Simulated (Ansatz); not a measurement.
Consider the redistribution: `[SiH3]S[SiH2]S[SiH3]` + `O[SiH2]F` → `F[SiH2]S[SiH3]` + `O[SiH2]S[SiH3]`.

Computed with Ansatz on PBE0-D4/def2-TZVP structures; ΔE is electronic, products minus reactants. CCSD(T)/CBS adds triple-zeta CCSD(T) − MP2 to the extrapolated MP2 energy (def2 sets, frozen cores). This one scheme is used for every species. DFT in def2-TZVPP. One conformer a species, not always the lowest.

| species | PBE0 energy (Eh) |
| --- | --- |
| `[SiH3]S[SiH2]S[SiH3]` | -1669.17594 |
| `O[SiH2]F` | -466.26381 |
| `F[SiH2]S[SiH3]` | -1079.73145 |
| `O[SiH2]S[SiH3]` | -1055.70390 |

Question: Work out ΔE.

Answer: ΔE = (-1079.73145) + (-1055.70390) − (-1669.17594) − (-466.26381) = 0.00440 Eh = +11.6 kJ/mol. CCSD(T)/CBS gives +18.5 kJ/mol.

Largest T1 diagnostic among the species: 0.012.

In def2-TZVPP, CCSD(T) changes the Hartree–Fock value by +10.9 kJ/mol (the triples alone add +2.0 kJ/mol) and MP2 by +14.5 kJ/mol. The D4 term adds +11.7 kJ/mol with B3LYP and +6.7 kJ/mol with PBE0; it sums over pairs of atoms, weighted by their polarisabilities, and B3LYP, whose exchange is more repulsive, gets the larger term.

B3LYP here is the variant with VWN-RPA as its local correlation; programs differ in this.
